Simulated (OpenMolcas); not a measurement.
**What dynamic correlation does to the levels of Dy²⁺**

- Program: OpenMolcas
- Basis: ANO-RCC-VTZP [8s7p5d3f2g1h]
- Scalar Hamiltonian: DKH2, point nucleus
- Active space: 10 electrons in 7 orbitals (4f)
- State averaging: 2S+1 = 5 even, 35 roots; 2S+1 = 3 even, 210 roots (159 in the spin-orbit step); 2S+1 = 1 even, 196 roots (105 in the spin-orbit step)
- Spin-orbit coupling: state interaction with AMFI integrals over the reference wave functions, term energies averaged over their components

Methods on the same reference wave functions:
A. CASSCF
B. SS-CASPT2, IPEA 0.25 Eh, imaginary shift 0.1 Eh (closed shells correlated: 5s 5p)
C. MS-CASPT2, IPEA 0.25 Eh, imaginary shift 0.1 Eh (closed shells correlated: 5s 5p)

Energies in cm⁻¹ above 4f¹⁰ ⁵I₈.

```tsv
Level	A	B	C
4f¹⁰ ⁵I₈	0.0	0.0	0.0
4f¹⁰ ⁵I₇	4257	4320	4320
4f¹⁰ ⁵I₆	7388	7380	7380
4f¹⁰ ⁵I₅	9750	9630	9630
4f¹⁰ ⁵I₄	11594	11420	11420
4f¹⁰ ⁵F₅	18509	14870	14870
4f¹⁰ ⁵S₂ [73 %]	21050	17130	17150
4f¹⁰ ⁵F₄	21271	17600	17600
4f¹⁰ ³K₈(1)	21574	19490	19490
4f¹⁰ ⁵F₃	22972	19300	19300
4f¹⁰ ⁵F₁	24491	20710	20710
4f¹⁰ ³K₇(1)	25741	23590	23590
4f¹⁰ ³K₆(1)	29087	26870	26870
4f¹⁰ ³L₉	30064	27750	27750
4f¹⁰ ⁵G₅ [65 %]	30747	26290	26290
4f¹⁰ ⁵G₃ [69 %]	32947	28010	28010
4f¹⁰ ⁵G₂ [64 %]	34474	29560	29560
4f¹⁰ ³L₈ [71 %]	34491	32170	32170
4f¹⁰ ³P₁ [59 %]	35045	30320	30320
4f¹⁰ ³D₃ [74 %]	35255	30510	30510
4f¹⁰ ³M₁₀	36264	33610	33610
4f¹⁰ ¹L₈ [66 %]	36933	34220	34220
4f¹⁰ ³L₇	37765	35340	35340
4f¹⁰ ³P₀	38034	33110	33110
```

Between B and C the level of the table that moves most is 4f¹⁰ ⁵S₂ [73 %], by 18 cm-1 (lowest in B, highest in C). Moves below CASPT2's spread within the term are not significant.

From A to B the spin-free energies of the other terms of 4f¹⁰ shown, above ⁵I, scale by factors of 0.77 to 0.92, as is usual when dynamic correlation screens the repulsion within a d or f shell.

The lowest spin-free term lies below A's lowest term by 0.897 hartree in B, 0.897 hartree in C.

Term energies are means over components that CASPT2 splits; among the terms shown or strongly mixed into the levels shown the widest spread is 950 cm-1 (4f¹⁰ ⁵I, C). High states are left out of the spin-orbit mixing, which shifts the levels that they would mix with. Without dynamic correlation excited terms often stand tens of per cent too high (terms of higher spin than the ground term too low), and those without a measured partner can miss by more than the paired ones (holds for A). The CASPT2 spread within a term exceeds the gap to the next term for 4f¹⁰ ⁵S and 4f¹⁰ ⁵F, 4f¹⁰ ⁵G and 4f¹⁰ ³H(1), so the order of their levels is uncertain, and so are names and mixing where such terms share a J (holds for B; C). Blocks of more than 70 roots (2S+1 = 3 even, 1 even) ran without multistate coupling (holds for C). Only configurations of the active space appear. Levels that lie high or do not pair safely by name in every column are left out.

A share in square brackets marks a mixed level and gives the weight of the term that names it, the lowest over the columns. A number in round brackets counts repeated terms of one configuration in the order of the reference energies.
